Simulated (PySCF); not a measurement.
# MO22+ across group 16

Level: PBE0, basis family def2-TZVP, scalar-relativistic core potentials from Rb on and no relativity for lighter atoms.

Each entry is the lowest minimum that a search over a few typed start shapes (and spin states, where more than one is plausible) found, or that minimum re-optimised at the stated level; isomers with ligand–ligand bonds, or fragments after loss of a ligand pair, can lie lower. Open shells are unrestricted; no spin–orbit coupling; PySCF with density fitting.

```tsv
molecule	2S+1	point group	mean bond to the central atom (Å)	highest ω (cm⁻¹)	distinct angles (°)	gap (eV)
SO₂²⁺	1	D∞h	1.395	1624	180	6.36
SeO₂²⁺	?	?	?	?	?	?
TeO₂²⁺	1	D∞h	1.739	963	180	4.67
```

Problem. Fill in the row of SeO₂²⁺.

Solution. 2S+1: 1; point group: D∞h; mean bond to the central atom (Å): 1.557; highest ω (cm⁻¹): 1142; distinct angles (°): 180; gap (eV): 5.45.

The bond lengthens at every step; the largest change, 0.182 Å, falls between SeO₂²⁺ and TeO₂²⁺ among the members listed.

Left out of the table are members whose search was unfinished or whose lowest solution was spin-contaminated, unstable, very soft or bonded differently.
